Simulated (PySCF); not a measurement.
B(OH)(OMe)(tBu), SMILES B(C(C)(C)C)(O)OC (C5H13BO2) (GFN2-xTB optimised geometry):

```
21

B      0.453    -0.399     0.000
O      1.810    -0.399     0.000
H      2.224     0.463    -0.014
O     -0.046    -1.651     0.017
C     -1.375    -2.089    -0.004
H     -1.780    -2.036    -1.019
H     -1.375    -3.132     0.320
H     -2.014    -1.510     0.667
C     -0.386     1.011     0.000
C     -1.078     1.224     1.356
C      0.561     2.203    -0.224
C     -1.444     1.053    -1.113
H     -1.591     2.186     1.371
H     -0.349     1.211     2.163
H     -1.813     0.448     1.555
H      1.288     2.285     0.584
H      1.090     2.108    -1.171
H     -0.007     3.132    -0.249
H     -0.987     0.858    -2.081
H     -2.224     0.316    -0.948
H     -1.914     2.036    -1.148
```

Method: PySCF with CAM-B3LYP/def2-SVP.

Q: What are the frontier orbital energies and the dipole moment?

A: HOMO-2 -10.35 eV, HOMO-1 -9.58 eV, HOMO -9.06 eV, LUMO 2.23 eV, LUMO+1 2.57 eV; dipole moment 2.06 D.

On the same geometry PBE/def2-SVP run with PySCF gives HOMO-2 -7.38 eV, HOMO-1 -6.55 eV, HOMO -6.17 eV, LUMO 0.46 eV, LUMO+1 0.51 eV; dipole moment 1.80 D.

Meta-Löwdin charges at CAM-B3LYP/def2-SVP: B1 0.41, O2 -0.48, H3 0.33, O4 -0.37, C5 -0.06, H6 0.09, H7 0.11, H8 0.09, C9 -0.05, C10 -0.28, C11 -0.29, C12 -0.28, H13 0.09, H14 0.09, H15 0.09, H16 0.08, H17 0.09, H18 0.09, H19 0.09, H20 0.09, H21 0.09.
